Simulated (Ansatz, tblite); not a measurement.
Removing and adding an electron: [Cu(PH3)2]+ (CuP2H6⁺). Charge 1, multiplicity 1. Geometry: PBE-D4/def2-SVP. Ansatz, gas phase; energy differences of separate SCF runs; the oxidised species was run as a doublet alone; the reduced species was run as a doublet alone.

Cartesian coordinates in Å:
```
Cu -0.002 -0.005 -0.008
P 0.870 1.632 -1.257
H 2.272 1.871 -1.141
H 0.367 2.951 -1.056
H 0.744 1.522 -2.673
P -0.871 -1.634 1.254
H -0.434 -2.968 1.003
H -2.285 -1.814 1.216
H -0.660 -1.555 2.663
```

The xTB rows come from tblite. HOMO above LUMO, or a gap near zero within one spin, warns that the state may not be the lowest or that an electron is smeared out.

Task: Estimate orbital energies and vertical ionisation energies and electron affinities at: GFN1-xTB; GFN2-xTB; PBE-D4/def2-TZVP; r2SCAN-D4/def2-TZVP; PBE0-D4/def2-TZVP.

Result: 
```json
{"level": "GFN1-xTB", "−HOMO (eV)": "15.90", "vertical IE (eV)": "18.79", "−LUMO (eV)": "11.68", "vertical EA (eV)": "8.94", "HOMO–LUMO gap (eV)": "4.22", "IE − EA (eV)": "9.86", "remarks": "–"}
{"level": "GFN2-xTB", "−HOMO (eV)": "14.49", "vertical IE (eV)": "18.17", "−LUMO (eV)": "10.11", "vertical EA (eV)": "8.01", "HOMO–LUMO gap (eV)": "4.38", "IE − EA (eV)": "10.16", "remarks": "–"}
{"level": "PBE-D4/def2-TZVP", "−HOMO (eV)": "10.99", "vertical IE (eV)": "14.69", "−LUMO (eV)": "6.20", "vertical EA (eV)": "3.87", "HOMO–LUMO gap (eV)": "4.80", "IE − EA (eV)": "10.82", "remarks": "gap within one spin near zero (doublet)"}
{"level": "r2SCAN-D4/def2-TZVP", "−HOMO (eV)": "11.05", "vertical IE (eV)": "14.56", "−LUMO (eV)": "5.97", "vertical EA (eV)": "3.82", "HOMO–LUMO gap (eV)": "5.08", "IE − EA (eV)": "10.74", "remarks": "–"}
{"level": "PBE0-D4/def2-TZVP", "−HOMO (eV)": "12.50", "vertical IE (eV)": "14.55", "−LUMO (eV)": "5.25", "vertical EA (eV)": "3.62", "HOMO–LUMO gap (eV)": "7.25", "IE − EA (eV)": "10.93", "remarks": "–"}
```

   Raw xTB energy differences between charge states are shifted by several eV; the methods need an empirical correction for them.
